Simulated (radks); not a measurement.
Initial-state core-level shifts of neutral manganese when its valence configuration changes from [Ar] 3d5 4s2. Method: scalar-relativistic Kohn-Sham, PBE, spin-unpolarised, spherical densities, finite nucleus; Fermi nuclear charge, rms radius 3.7057 fm; computed with a radial shooting solver on a logarithmic mesh with Libxc functionals. Shifts are changes of the shell-averaged eigenvalues in eV (positive: less bound); the change of the density at the nucleus, which sets a Mossbauer isomer shift, is in e/bohr^3, on a base of 1.327e+04.

| valence | 1s | 2s | 2p | 3s | density at nucleus |
|---|---|---|---|---|---|
| 3d4.5 4s2 4p0.5 | -3.591 | -3.948 | -3.914 | -3.532 | +2.190 |
| 3d7 | +6.491 | +7.449 | +7.357 | +6.773 | -11.738 |
| 3d6 4s1 | +4.176 | +4.763 | +4.707 | +4.263 | -6.976 |
| 3d4 4s2 4p1 | -7.492 | -8.290 | -8.216 | -7.278 | +4.657 |
| 3d5 4s1 4p1 | -1.638 | -1.548 | -1.554 | -1.627 | -4.823 |
| 3d5 4s0.5 4p1.5 | -2.376 | -2.244 | -2.251 | -2.361 | -7.534 |
| 3d5 4s1.5 4p0.5 | -0.853 | -0.807 | -0.810 | -0.847 | -2.299 |
| 3d5 4p2 | -3.078 | -2.905 | -2.914 | -3.060 | -10.409 |
| 3d6 4s0.5 4p0.5 | +3.368 | +4.024 | +3.963 | +3.458 | -9.110 |
